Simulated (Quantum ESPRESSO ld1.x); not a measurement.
Q: All-electron atom: the thulium ion Tm3+ in [Xe] 4f11 7d1 (not the ground configuration). Calculated with ld1.x of Quantum ESPRESSO 7.5: non-relativistic Kohn-Sham, LDA (Slater exchange, VWN5 correlation), spin-polarised, spherical densities, point nucleus; open shells are filled with parallel spins first; relativity is left out, which matters for an element this heavy. Some entries of the table are withheld. Estimate them.

orbital,occ.,eigenvalue (hartree),<r^2> (bohr^2)
1s down,1,-2024.38,0.0006458
1s up,1,-2024.38,0.0006458
2s up,1,-329.017,0.01018
2s down,1,-329.013,0.01018
2p up,3,-314.460,0.007546
2p down,3,-314.458,0.007545
3s up,1,-74.9236,0.06486
3s down,1,-74.8558,0.06481
3p up,3,-68.2835,0.06029
3p down,3,-68.2215,0.06024
3d up,5,-55.8649,0.04745
3d down,5,-55.8192,0.04739
4s up,1,-15.8726,0.3226
4s down,1,-15.7662,0.3230
4p up,3,-13.1875,0.3373
4p down,3,-13.0821,0.3378
4d up,5,-8.33525,0.3753
4d down,5,-8.23188,0.3764
5s up,1,-3.23020,1.806
5s down,1,-3.19183,1.825
5p up,3,-2.46034,(1)
5p down,3,-2.42906,(2)
4f up,7,(3),0.5881
4f down,4,(4),0.6046
7d up,1,(5),64.41
7d down,0,(6),66.80

A: 
(1) 5p up <r^2> (bohr^2): 2.198
(2) 5p down <r^2> (bohr^2): 2.226
(3) 4f up eigenvalue (hartree): -2.19306
(4) 4f down eigenvalue (hartree): -2.09731
(5) 7d up eigenvalue (hartree): -0.33069
(6) 7d down eigenvalue (hartree): -0.31451
